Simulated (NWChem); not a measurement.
# Total energies of disilazane (H$_{7}$NSi$_{2}$)

```xyz
10

Si    -0.1137    -0.0715    -1.5845
N      0.5292     0.3225     0.0000
Si    -0.1137    -0.0715     1.5845
H      1.0065    -0.4447    -2.5204
H     -1.0492    -1.2341    -1.4115
H     -0.8749     1.0597    -2.2339
H      1.3147     0.9828     0.0000
H     -0.8749     1.0597     2.2339
H      1.0065    -0.4447     2.5204
H     -1.0492    -1.2341     1.4115
```
Charge 0, spin multiplicity 1.

Everything below was run with NWChem. The geometry was optimised at PBE/def2-SVP, a minimum by its harmonic frequencies.

Basis set: cc-pVDZ (85 functions).

```json
[
 {"method": "RHF", "total energy (Ha)": "-636.41886", "relative cost": "1"},
 {"method": "MP2", "total energy (Ha)": "-636.79971", "relative cost": "4"},
 {"method": "B2PLYP", "total energy (Ha)": "-637.63973", "relative cost": "5"},
 {"method": "PBE", "total energy (Ha)": "-637.57097", "relative cost": "under 3"},
 {"method": "B3LYP", "total energy (Ha)": "-638.00611", "relative cost": "under 3"},
 {"method": "r2SCAN", "total energy (Ha)": "-637.87023", "relative cost": "3"},
 {"method": "CCSD(T)", "total energy (Ha)": "-636.86384", "relative cost": "90"}
]
```

Total energies of different functionals aren't comparable as a measure of quality: only differences taken within one method are. Relative cost: rough, from shared machines, SCF included, RHF = 1.

The correlated methods keep 11 core orbitals frozen. B3LYP has NWChem's definition, with VWN1-RPA local correlation. Coupled-cluster values serve here as a point of comparison, not as the truth.
